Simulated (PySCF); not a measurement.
BaF2, triplet, at the geometry of the source list (a higher spin typed on purpose: for a closed-shell molecule this is an excited state) (core potentials on Ba); DF-HF/def2-QZVPP in PySCF.

Here is a job for PySCF.
```python
from pyscf import gto, scf

mol = gto.M(
    atom='''
Ba   -0.00000000   -0.00000000   -0.00000000
F    -0.26440000    1.57390000   -1.38310000
F     0.26440000   -1.57390000    1.38310000
''',
    basis='def2-qzvpp',
    ecp={'Ba': 'def2-qzvpp'},
    spin=2,
    verbose=4,
)

mf = scf.UHF(mol)
mf = mf.density_fit(auxbasis='def2-universal-jkfit')
mf.kernel()
mf.analyze()
```

Write the output that PySCF gives for this input, abridged.


```
PySCF version 2.14.0

[INPUT] verbose = 4
[INPUT] num. atoms = 3
[INPUT] num. electrons = 28
[INPUT] charge = 0
[INPUT] spin (= nelec alpha-beta = 2S) = 2
[INPUT] symmetry False subgroup None
[INPUT] Mole.unit = angstrom
[INPUT] Symbol           X                Y                Z      unit          X                Y                Z       unit  Magmom
[...]
nuclear repulsion = 55.2510623967334
number of shells = 52
number of NR pGTOs = 232
number of NR cGTOs = 172
basis = def2-qzvpp
ecp = {'Ba': 'def2-qzvpp'}

******** <class 'pyscf.df.df_jk.DFUHF'> ********
method = DFUHF
initial guess = minao
damping factor = 0
level_shift factor = 0
DIIS = <class 'pyscf.scf.diis.CDIIS'>
diis_start_cycle = 1
diis_space = 8
diis_damp = 0
SCF conv_tol = 1e-09
SCF conv_tol_grad = None
SCF max_cycles = 50
direct_scf = False
number electrons alpha = 15  beta = 13
Set gradient conv threshold to 3.16228e-05
******** <class 'pyscf.df.df.DF'> ********
auxbasis = def2-universal-jkfit
init E= -214.067095125112

cycle= 1 E= -223.919113269335  delta_E= -9.85  |g|= 0.51  |ddm|= 5.56
cycle= 2 E= -223.975227090381  delta_E= -0.0561  |g|= 0.308  |ddm|= 0.544
cycle= 3 E= -224.001198941856  delta_E= -0.026  |g|= 0.0572  |ddm|= 0.159
cycle= 4 E= -224.004268327742  delta_E= -0.00307  |g|= 0.024  |ddm|= 0.101
cycle= 5 E= -224.005149883363  delta_E= -0.000882  |g|= 0.00478  |ddm|= 0.0781
cycle= 6 E= -224.005185513946  delta_E= -3.56e-05  |g|= 0.00187  |ddm|= 0.0192
cycle= 7 E= -224.005191129569  delta_E= -5.62e-06  |g|= 0.000452  |ddm|= 0.00859
cycle= 8 E= -224.005191418342  delta_E= -2.89e-07  |g|= 8.81e-05  |ddm|= 0.00243
cycle= 9 E= -224.005191430012  delta_E= -1.17e-08  |g|= 2.67e-05  |ddm|= 0.000537
cycle= 10 E= -224.005191431012  delta_E= -1e-09  |g|= 6.69e-06  |ddm|= 0.000221
Extra cycle  E= -224.00519143106  delta_E= -4.76e-11  |g|= 3.72e-06  |ddm|= 3.37e-05
converged SCF energy = -224.00519143106  <S^2> = 2.0494767  2S+1 = 3.0328051
**** SCF Summaries ****
Total Energy =                        -224.005191431059757
Nuclear Repulsion Energy =              55.251062396733360
One-electron Energy =                 -430.998607556427771
Two-electron Energy =                  151.742353728634669
Two-electron Coulomb Energy =          175.189227624094144
DFT Exchange-Correlation Energy =      -23.446873895459476
**** MO energy ****
                             alpha | beta                alpha | beta
[...]
spin_pop of  0 Ba 5s        0.00045
spin_pop of  0 Ba 6s        0.87942
spin_pop of  0 Ba 7s        0.00183
spin_pop of  0 Ba 8s        0.00030
spin_pop of  0 Ba 9s        0.00038
spin_pop of  0 Ba 10s        0.00002
spin_pop of  0 Ba 11s        0.00034
spin_pop of  0 Ba 5px       0.00017
spin_pop of  0 Ba 5py       0.00774
spin_pop of  0 Ba 5pz       0.00596
spin_pop of  0 Ba 6px      -0.00064
spin_pop of  0 Ba 6py       0.02477
spin_pop of  0 Ba 6pz       0.01881
spin_pop of  0 Ba 7px       0.00280
spin_pop of  0 Ba 7py       0.11199
spin_pop of  0 Ba 7pz       0.08640
spin_pop of  0 Ba 8px      -0.00045
spin_pop of  0 Ba 8py      -0.00022
spin_pop of  0 Ba 8pz      -0.00027
spin_pop of  0 Ba 9px       0.00025
spin_pop of  0 Ba 9py       0.00289
spin_pop of  0 Ba 9pz       0.00227
spin_pop of  0 Ba 5dxy     -0.00004
spin_pop of  0 Ba 5dyz     -0.00002
spin_pop of  0 Ba 5dz^2     0.00012
spin_pop of  0 Ba 5dxz     -0.00006
spin_pop of  0 Ba 5dx2-y2    0.00118
spin_pop of  0 Ba 6dxy     -0.00126
spin_pop of  0 Ba 6dyz     -0.00106
spin_pop of  0 Ba 6dz^2    -0.00913
spin_pop of  0 Ba 6dxz      0.00036
spin_pop of  0 Ba 6dx2-y2    0.02386
spin_pop of  0 Ba 7dxy      0.00081
spin_pop of  0 Ba 7dyz      0.00098
spin_pop of  0 Ba 7dz^2     0.01313
spin_pop of  0 Ba 7dxz     -0.00051
spin_pop of  0 Ba 7dx2-y2   -0.01318
spin_pop of  0 Ba 4f-3      0.00120
spin_pop of  0 Ba 4f-2      0.00033
spin_pop of  0 Ba 4f-1      0.00364
spin_pop of  0 Ba 4f+0      0.00093
spin_pop of  0 Ba 4f+1      0.00003
spin_pop of  0 Ba 4f+2      0.00706
[...]
spin_pop of  1 F 4s        0.00533
spin_pop of  1 F 5s        0.00007
spin_pop of  1 F 6s        0.00173
spin_pop of  1 F 7s        0.00048
spin_pop of  1 F 2px       0.00754
spin_pop of  1 F 2py       0.20696
spin_pop of  1 F 2pz       0.16022
spin_pop of  1 F 3px       0.00011
spin_pop of  1 F 3py       0.00316
spin_pop of  1 F 3pz       0.00254
spin_pop of  1 F 4px       0.00003
spin_pop of  1 F 4py      -0.00017
spin_pop of  1 F 4pz      -0.00017
spin_pop of  1 F 5px      -0.00005
spin_pop of  1 F 5py      -0.00036
spin_pop of  1 F 5pz      -0.00030
spin_pop of  1 F 3dxy     -0.00000
spin_pop of  1 F 3dyz     -0.00044
spin_pop of  1 F 3dz^2     0.00001
spin_pop of  1 F 3dxz     -0.00000
spin_pop of  1 F 3dx2-y2   -0.00012
spin_pop of  1 F 4dxy      0.00001
spin_pop of  1 F 4dyz      0.00089
spin_pop of  1 F 4dz^2    -0.00001
spin_pop of  1 F 4dxz      0.00001
spin_pop of  1 F 4dx2-y2    0.00027
spin_pop of  1 F 5dxy      0.00001
spin_pop of  1 F 5dyz      0.00026
spin_pop of  1 F 5dz^2     0.00001
spin_pop of  1 F 5dxz      0.00001
spin_pop of  1 F 5dx2-y2    0.00008
spin_pop of  1 F 4f-3      0.00002
spin_pop of  1 F 4f-2      0.00003
spin_pop of  1 F 4f-1      0.00005
spin_pop of  1 F 4f+0      0.00002
spin_pop of  1 F 4f+1      0.00001
spin_pop of  1 F 4f+2      0.00005
spin_pop of  1 F 4f+3      0.00001
spin_pop of  1 F 5f-3      0.00000
spin_pop of  1 F 5f-2      0.00000
spin_pop of  1 F 5f-1      0.00001
spin_pop of  1 F 5f+0      0.00000
spin_pop of  1 F 5f+1      0.00000
spin_pop of  1 F 5f+2      0.00003
spin_pop of  1 F 5f+3      0.00000
spin_pop of  1 F 5g-4      0.00000
spin_pop of  1 F 5g-3      0.00000
spin_pop of  1 F 5g-2      0.00000
spin_pop of  1 F 5g-1     -0.00000
spin_pop of  1 F 5g+0      0.00000
spin_pop of  1 F 5g+1     -0.00000
spin_pop of  1 F 5g+2      0.00000
spin_pop of  1 F 5g+3      0.00000
spin_pop of  1 F 5g+4      0.00000
spin_pop of  2 F 1s        0.00000
spin_pop of  2 F 2s        0.01005
spin_pop of  2 F 3s        0.01328
spin_pop of  2 F 4s        0.00533
spin_pop of  2 F 5s        0.00007
spin_pop of  2 F 6s        0.00173
spin_pop of  2 F 7s        0.00048
spin_pop of  2 F 2px       0.00754
spin_pop of  2 F 2py       0.20696
spin_pop of  2 F 2pz       0.16022
spin_pop of  2 F 3px       0.00011
spin_pop of  2 F 3py       0.00316
spin_pop of  2 F 3pz       0.00254
spin_pop of  2 F 4px       0.00003
spin_pop of  2 F 4py      -0.00017
spin_pop of  2 F 4pz      -0.00017
spin_pop of  2 F 5px      -0.00005
spin_pop of  2 F 5py      -0.00036
spin_pop of  2 F 5pz      -0.00030
spin_pop of  2 F 3dxy     -0.00000
spin_pop of  2 F 3dyz     -0.00044
spin_pop of  2 F 3dz^2     0.00001
spin_pop of  2 F 3dxz     -0.00000
spin_pop of  2 F 3dx2-y2   -0.00012
spin_pop of  2 F 4dxy      0.00001
spin_pop of  2 F 4dyz      0.00089
spin_pop of  2 F 4dz^2    -0.00001
spin_pop of  2 F 4dxz      0.00001
spin_pop of  2 F 4dx2-y2    0.00027
spin_pop of  2 F 5dxy      0.00001
spin_pop of  2 F 5dyz      0.00026
spin_pop of  2 F 5dz^2     0.00001
spin_pop of  2 F 5dxz      0.00001
spin_pop of  2 F 5dx2-y2    0.00008
spin_pop of  2 F 4f-3      0.00002
spin_pop of  2 F 4f-2      0.00003
spin_pop of  2 F 4f-1      0.00005
spin_pop of  2 F 4f+0      0.00002
spin_pop of  2 F 4f+1      0.00001
spin_pop of  2 F 4f+2      0.00005
spin_pop of  2 F 4f+3      0.00001
spin_pop of  2 F 5f-3      0.00000
spin_pop of  2 F 5f-2      0.00000
spin_pop of  2 F 5f-1      0.00001
spin_pop of  2 F 5f+0      0.00000
spin_pop of  2 F 5f+1      0.00000
spin_pop of  2 F 5f+2      0.00003
spin_pop of  2 F 5f+3      0.00000
spin_pop of  2 F 5g-4      0.00000
spin_pop of  2 F 5g-3      0.00000
spin_pop of  2 F 5g-2      0.00000
spin_pop of  2 F 5g-1     -0.00000
spin_pop of  2 F 5g+0      0.00000
spin_pop of  2 F 5g+1     -0.00000
spin_pop of  2 F 5g+2      0.00000
spin_pop of  2 F 5g+3      0.00000
spin_pop of  2 F 5g+4      0.00000
In total            15.00000 | 13.00000
Dipole moment(X, Y, Z, Debye):  0.00000, -0.00000,  0.00000
```
